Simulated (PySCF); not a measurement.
Coordinates in bohr (charge 1 multiplicity 2):
```
Ge   -0.5644   -0.0248    0.0000
F     1.0882    0.0479    2.7035
F     1.0882    0.0479   -2.7035
```

Computed with UPBE0/[Ge def2-TZVP, F def2-TZVP], no relativity, density fitting, PySCF.

This geometry of [GeF2]+ is a stationary point at this level.

Question: What is the point group?

Answer: C2v.

Question: Is it a minimum?

Answer: Yes: all harmonic wavenumbers are real.

Question: List the harmonic modes with their infrared intensities.

Answer: 
| symmetry | ω (cm⁻¹) | IR (km/mol) | type |
| --- | --- | --- | --- |
| a1 | 201 | 20.3 | bend |
| a1 | 750 | 20.1 | stretch |
| b2 | 802 | 70.1 | stretch |

Question: Give the atomic charges and bond orders.

Answer: 
| atom | Mulliken | Löwdin | polar tensor | spin (Mulliken) | Mayer order to Ge1 |
| --- | --- | --- | --- | --- | --- |
| Ge1 | 1.28 | 0.94 | 1.64 | 0.68 | – |
| F2,3 | -0.14 | 0.03 | -0.32 | 0.16 | 1.25 |

In C2v the vibrations span 2a1 + b2. Here b1 is antisymmetric to the molecular plane and b2 lies in it.

This need not be the most stable arrangement of these atoms.
